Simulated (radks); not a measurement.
Values are calculated unless marked as measured or tabulated.
Question: Excited configurations of Zr2+: one electron is placed in a higher orbital outside [Kr] 4d1. The ground configuration is [Kr] 4d2. Level of theory: scalar-relativistic Kohn-Sham, PBEsol, spin-unpolarised, spherical densities, point nucleus (a radial shooting solver on a logarithmic mesh with Libxc functionals). Excitation = E - E(ground); binding = E(ion) - E, where the ion is the core of charge +3; n* = 3/sqrt(2 binding) in atomic units, and the quantum defect is n - n*.

| outer orbital | excitation (eV) | binding (eV) | n* | quantum defect | eigenvalue (eV) | <r> (bohr) |
|---|---|---|---|---|---|---|
| 5s | 1.844 | 20.741 | 2.430 | 2.570 | -17.456 | 3.088 |
| 5p | 6.522 | 16.063 | 2.761 | 2.239 | -13.383 | 3.652 |
| 5d | 12.379 | 10.206 | 3.464 | 1.536 | -8.444 | 5.200 |
| 5f | 17.113 | 5.473 | 4.730 | 0.270 | -4.473 | 9.262 |
| 6s | 12.161 | 10.424 | 3.427 | 2.573 | -8.932 | 6.041 |
| 6f | 18.721 | 3.864 | 5.629 | 0.371 | -3.257 | 14.17 |
| 7s | 16.253 | 6.332 | 4.397 | 2.603 | -5.472 | 9.910 |
| 7p | 17.077 | 5.509 | 4.715 | 2.285 | -4.748 | 11.11 |
| 7d | 18.352 | 4.233 | 5.378 | 1.622 | -3.629 | 13.94 |

Estimate the row for 6d.

Answer: excitation (eV) 16.337; binding (eV) 6.248; n* 4.427; quantum defect 1.573; eigenvalue (eV) -5.268; <r> (bohr) 9.120. The Delta-SCF ionisation energy is 22.585 eV (NIST Atomic Spectra Database: 23.170 eV, semi-empirical). Self-interaction in the functional shifts the binding energies and quantum defects, so they are the method's values and not measured ones. Spin polarisation and multiplet splitting are left out, so open shells lie too high by an amount that depends on their filling.

Beside tabulated values, note that spin-unpolarised runs miss the spin-polarisation part of the exchange energy of open shells.
